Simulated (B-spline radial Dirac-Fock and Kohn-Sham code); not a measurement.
# Atomic SCF run for Cu

ΔSCF core binding energies without Breit or QED terms, calculated with a radial finite-basis atomic code. Keys: rel is the Hamiltonian (dirac, or spin-free x2c and nr, where L3 and M5 stand for the whole 2p and 3d shells), method is hf or an exchange,correlation pair (spin-unpolarised, also for the hole states), nuc the nuclear model, radius_factor scales its radius, rmax is the box in bohr, h the logarithmic mesh step, order the B-spline order, points the quadrature points per cell, c_factor scales the speed of light, and damp, ndamp, maxit and tol steer the iteration. The run stops when the commutator error falls below 10·tol·max(1, Z/10), or the numerical noise floor, and the energy has settled to about 1e-8 Ha; the virial ratio is −V/T.

Input (task.json):

```json
{"items": [{"Z": 29, "q": 0, "cfg": [[1, 0, 2], [2, 0, 2], [2, 1, 6], [3, 0, 2], [3, 1, 6], [3, 2, 10], [4, 0, 1]], "A": 63, "rrms": 3.8823, "do": "settings", "holes": ["K", "L3", "M5"],
  "settings": [{"rel": "x2c", "method": "hf", "nuc": "fermi", "radius_factor": 1.0, "rmax": 45.0, "h": 0.3, "order": 8, "points": 10, "c_factor": 1.0, "maxit": 60, "damp": 0.5, "ndamp": 3, "tol": 1e-08}]}]}
```

Command: `python xray2_run.py task.json out`

Ground-state iterations:

```
iter   energy (Ha)        error
   1    -1652.57775607  9.44e-01
   2    -1653.05673302  8.97e-02
   3    -1653.18437611  2.44e-02
   4    -1653.19121654  1.34e-02
   5    -1653.19126288  6.82e-03
   6    -1653.19164076  3.81e-03
   7    -1653.19191392  4.43e-04
   8    -1653.19191657  2.68e-05
   9    -1653.19191658  1.22e-06
  10    -1653.19191658  1.33e-07
```

The ground state converged in 10 iterations, with total energy -1653.19192 Ha, virial ratio 1.98247 and highest orbital energy -6.66 eV. ΔSCF binding energies: K (1s) 8997.6 eV, L3 (2p3/2) 946.2 eV, M5 (3d5/2) 7.51 eV.
